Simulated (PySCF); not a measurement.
C⁺ (carbon, charge +1) across methods

[He] 2s2 2p1, 2P determinant. Computed with PySCF 2.14 in aug-cc-pCVTZ-DK (7s6p4d2f, 59 functions), with the spin-free X2C one-electron Hamiltonian (Gaussian nucleus). The B2PLYP total includes its PT2 part (frozen core); its orbital energies are those of the SCF part.

| method | E (hartree) | mean ε 2s α (eV) | mean ε 2s β (eV) | mean ε 2p α (eV) | Σ⟨r²⟩ (bohr²) | ⟨S²⟩ |
| --- | --- | --- | --- | --- | --- | --- |
| PBE | -37.3883 | -26.183 | -24.722 | -17.944 | 8.072 | 0.752 |
| PBE0 | -37.3979 | -28.159 | -26.256 | -19.782 | 8.041 | 0.753 |
| TPSSh | -37.4562 | -27.360 | -25.480 | -19.114 | 8.003 | 0.753 |
| r2SCAN | -37.4197 | -26.661 | -24.910 | -18.624 | 8.032 | 0.755 |
| B2PLYP | -37.4263 | -30.031 | -27.543 | -21.723 | 8.050 | 0.754 |
| r2SCANh | -37.4209 | -27.379 | -25.476 | -19.296 | 8.027 | 0.755 |
| UHF | -37.31018 | -33.325 | -29.610 | -24.855 | 8.063 | 0.757 |
| LDA | -37.0537 | -26.122 | -24.610 | -17.792 | 8.138 | 0.751 |

Estimate the same row for wB97M-V.

E (hartree) = -37.4464; mean ε 2s α (eV) = -30.536; mean ε 2s β (eV) = -28.860; mean ε 2p α (eV) = -21.851; Σ⟨r²⟩ (bohr²) = 8.124; ⟨S²⟩ = 0.751.
